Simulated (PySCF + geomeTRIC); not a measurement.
Method: r2SCAN-D4/def2-TZVP (PySCF + geomeTRIC). fastk is a local helper that only speeds up exchange builds. No frequencies were computed at this level.

```python
import json, numpy as np
from pyscf import gto, dft
from fastk import lowrank_exchange
atoms = """
C     -0.984104    -0.035437    -0.004493
C      0.483976     0.182791    -0.117164
O      1.212302    -0.715743     0.537771
S      1.164324     1.400731    -0.955831
H     -1.521076     0.700450    -0.593818
H     -1.231784    -1.040033    -0.344839
H     -1.283704     0.040119     1.040426
H      2.160066    -0.532878     0.437948
"""
def scf(charge, spin, dm0=None):
    mol = gto.M(atom=atoms, basis='def2-tzvp', ecp={}, charge=charge, spin=spin, verbose=3, max_memory=3780)
    mf = dft.KS(mol, xc='r2scan').density_fit(auxbasis="def2-universal-jkfit")
    mf.disp = 'd4'
    mf.grids.level = 4
    mf.conv_tol = 1e-8
    mf.max_cycle = 60
    mf.kernel(dm0)
    if not mf.converged:
        mf = mf.newton().run(mf.mo_coeff, mf.mo_occ).undo_soscf()
    return mf
mf = scf(0, 0)
from pyscf.geomopt.geometric_solver import kernel as optimize
path = []
done, mol = optimize(mf, maxsteps=80, assert_convergence=False, callback=lambda env: path.append((env["energy"], bool(env["g_scanner"].converged))))
res = dict(converged=bool(done and path[-1][1]), energy=path[-1][0], path=[e for e, c in path], xyz=mol.atom_coords(unit="Angstrom").tolist(), nao=mol.nao)
json.dump(res, open("result.json", "w"))
```

Output:

```
converged SCF energy = -551.999729011778
Geometry optimization cycle 1
converged SCF energy = -551.999729017409
cycle 1: E = -551.999729017  dE = -552  norm(grad) = 0.0259007
Geometry optimization cycle 2
converged SCF energy = -551.998033593038
cycle 2: E = -551.998033593  dE = 0.00169542  norm(grad) = 0.0349042
Geometry optimization cycle 3
converged SCF energy = -552.000650566309
cycle 3: E = -552.000650566  dE = -0.00261697  norm(grad) = 0.0116326
Geometry optimization cycle 4
converged SCF energy = -552.000913189374
cycle 4: E = -552.000913189  dE = -0.000262623  norm(grad) = 0.00188329
Geometry optimization cycle 5
converged SCF energy = -552.000917277767
cycle 5: E = -552.000917278  dE = -4.08839e-06  norm(grad) = 0.00055784
Geometry optimization cycle 6
converged SCF energy = -552.000917648767
cycle 6: E = -552.000917649  dE = -3.71e-07  norm(grad) = 0.000441922
<class 'geometric.internal.Distance'> : 7
<class 'geometric.internal.Angle'> : 9
<class 'geometric.internal.OutOfPlane'> : 1
<class 'geometric.internal.Dihedral'> : 8
<class 'geometric.internal.TranslationX'> : 1
<class 'geometric.internal.TranslationY'> : 1
<class 'geometric.internal.TranslationZ'> : 1
<class 'geometric.internal.RotationA'> : 1
<class 'geometric.internal.RotationB'> : 1
<class 'geometric.internal.RotationC'> : 1
Step    0 : Gradient = 9.157e-03/1.925e-02 (rms/max) Energy = -551.9997290174
Step    1 : Displace = 7.704e-02/1.072e-01 (rms/max) Trust = 1.000e-01 (=) Grad = 1.234e-02/2.283e-02 (rms/max) E (change) = -551.9980335930 (+1.695e-03) Quality = -0.714
Step    2 : Displace = 3.941e-02/5.739e-02 (rms/max) Trust = 3.852e-02 (-) Grad = 4.113e-03/6.974e-03 (rms/max) E (change) = -552.0006505663 (-2.617e-03) Quality = 0.956
Step    3 : Displace = 1.251e-02/1.837e-02 (rms/max) Trust = 5.447e-02 (+) Grad = 6.658e-04/1.433e-03 (rms/max) E (change) = -552.0009131894 (-2.626e-04) Quality = 1.080
Step    4 : Displace = 2.182e-03/3.670e-03 (rms/max) Trust = 7.704e-02 (+) Grad = 1.972e-04/4.065e-04 (rms/max) E (change) = -552.0009172778 (-4.088e-06) Quality = 0.803
Step    5 : Displace = 1.005e-03/1.446e-03 (rms/max) Trust = 1.089e-01 (+) Grad = 1.562e-04/2.732e-04 (rms/max) E (change) = -552.0009176488 (-3.710e-07) Quality = 0.205
Converged! =D
```

Cost: around 6 core-minutes (rough).
